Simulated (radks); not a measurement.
Values are calculated unless marked as measured or tabulated.
Task: Species: Be. Configuration: [He] 2p2 (not the ground configuration). Code: a radial shooting solver on a logarithmic mesh with Libxc functionals. Model: scalar-relativistic Kohn-Sham, r2SCAN, spin-polarised, spherical densities, finite nucleus; open shells are filled with parallel spins first; meta-GGA in the generalised Kohn-Sham scheme; Fermi nuclear charge, rms radius 2.519 fm. Some entries of the table are withheld. Estimate them.

orbital,occ.,eigenvalue (hartree),<1/r> (bohr^-1),<r> (bohr)
1s up,1,(1),3.669,(2)
1s down,1,(3),3.683,(4)
2p up,2,-0.12717,0.4503,2.919

Result: 
(1) 1s up eigenvalue (hartree): -4.07639
(2) 1s up <r> (bohr): 0.4193
(3) 1s down eigenvalue (hartree): -4.06270
(4) 1s down <r> (bohr): 0.4168
